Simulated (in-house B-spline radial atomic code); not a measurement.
A fraction x of an electron is removed from 4p in Sn VI (Sn5+), starting from [Kr] 4d9 and keeping the highest spin. All numbers are computed (scalar-relativistic (X2C) PW91, spin-polarised, spherical fractional occupations; Fermi nucleus of rms radius 4.6519 fm) with a B-spline radial code for spherical atoms, not measured.

| x | E(x) - E(0) (eV) | 4p down level (eV) |
| --- | --- | --- |
| 0 | 0.0000 | -151.543 |
| 0.04 | 6.0786 | -152.389 |
| 0.2 | 30.7325 | -155.787 |
| 0.3 | 46.4178 | -157.922 |
| 0.43 | 67.1287 | -160.709 |
| 0.5 | 78.4311 | -162.216 |
| 0.58 | 91.4774 | -163.942 |
| 0.75 | ? | ? |
| 0.78 | 124.6991 | -168.281 |
| 0.91 | ? | ? |
| 1 | 162.2490 | -173.088 |

Q: What belongs in the row x = 0.75?

A: An energy change of 119.6605 eV; 4p down at -167.628 eV.

Q: What belongs in the row x = 0.91?

A: An energy change of 146.7598 eV; 4p down at -171.117 eV.

Q: Check Janak's theorem between x = 0.04 and 0.2.

A: The slope of the energy is 154.09 eV; the orbital levels give 154.09 eV (-ε of the emptying orbital, averaged over the two points).
